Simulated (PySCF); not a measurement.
Cl4Sn, SMILES [Cl][Sn]([Cl])([Cl])[Cl] (connectivity only; charge and spin as stated), charge -1, multiplicity 2.

Coordinates come from a B3LYP-D3(BJ)/def2-SVPD optimisation. The multiplicity is an assumed one; no other spin state was optimised. The isomer is the one that the SMILES or the coordinates give; other isomers of the formula were not compared. The def2 effective core potentials stand for the cores of Sn; spin–orbit coupling is left out.

Two levels are set side by side: PBE/def2-SVPD (PySCF) and r2SCAN/def2-SVPD (PySCF). Same geometry, gas phase. Differences are taken from unrounded values.

```
quantity                     r2SCAN    PBE  PBE minus r2SCAN
---------------------------  ------  -----  ----------------
α-spin orbital gap (eV)        4.07   3.73             -0.35
β-spin orbital gap (eV)        2.91   2.43             -0.48
mean polarisability (bohr³)   130.1  136.5               6.4
```

Rough cost on one machine, each run with all the roots and properties that it gave: r2SCAN against PBE about 2 times.
